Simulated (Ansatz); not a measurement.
Sn3H6. The state is a singlet with charge 0. Geometry PBE0-D4/def2-SVP, basis def2-TZVP, Ansatz.

```xyz
9

Sn    1.2676   -0.9223   -0.4226
Sn   -0.2507    1.4236   -0.7395
Sn   -1.0175   -0.5016    1.1619
H     1.2571   -2.0703   -1.6968
H     0.3344    2.9320   -0.1703
H    -2.3825   -1.5050    0.8946
H     2.8400   -0.7835    0.2480
H    -0.7979   -0.2199    2.8393
H    -1.2506    1.6472   -2.1147
```

| run | HOMO (eV) | LUMO (eV) |
| --- | --- | --- |
| A | -5.76 | -1.78 |
| B | -5.57 | -2.02 |
| C | -5.70 | -2.23 |
| D | -6.02 | -1.61 |
| E | -6.39 | -1.25 |

In the def2 sets Sn takes a core potential; there is no spin–orbit coupling. HSE06 is defined as in plane-wave codes, on full-range PBE exchange. Another isomer (singlet) lies 0.26 eV lower at PBE0-D4/def2-TZVP; other spin states weren't run for this one.

Problem. The runs used HSE06, LDA (SPW92), PBE, PBE0, r2SCAN. Estimate which is which.

Solution. A r2SCAN (0 % exact exchange); B PBE (0 % exact exchange); C LDA (SPW92) (0 % exact exchange); D HSE06 (range-separated); E PBE0 (25 % exact exchange). Exact exchange lowers occupied and raises empty levels; among semilocal functionals meta-GGAs tend to open the gap a little, and such runs are hard to tell apart. The gap grows from 3.48 eV (LDA (SPW92)) to 5.14 eV (PBE0).
